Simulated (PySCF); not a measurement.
Exercise with solution: chemical shift, span and skew from a shielding tensor

SiH3F, SMILES [SiH3]F. Atoms are numbered in the order given.

```xyz
5

Si     0.0000     0.0000    -0.5002
F      0.0000     0.0000     1.1004
H     -1.2168    -0.7025    -0.9669
H      0.0000     1.4050    -0.9669
H      1.2168    -0.7025    -0.9669
```

Geometry: r2SCAN-D4/def2-TZVP.

GIAO shieldings from PBE0/pcSseg-2 (PySCF), non-relativistic, no solvent. The symmetric part of the tensor of F2 has the principal values 386.5, 424.6, 424.6 ppm. The same nucleus in CFCl3 has σ = 165.8 ppm at this level (PySCF, at its B3LYP-D3(BJ)/def2-TZVP geometry).

**Question.** Work out the isotropic shielding, the ¹⁹F shift against CFCl3, the span and the skew.

**Answer.** 
σ(iso) = (σ11 + σ22 + σ33)/3 = 411.9 ppm. δ = σ(ref) − σ(iso) = 165.8 − (411.9) = -246.1 ppm.
Span Ω = σ33 − σ11 = 38.1 ppm. Skew κ = 3(σ(iso) − σ22)/Ω = -1.00, an axial tensor. Tumbling in solution averages the tensor to δ; in a static solid the shielding alone would spread this spin-1/2 line over Ω.
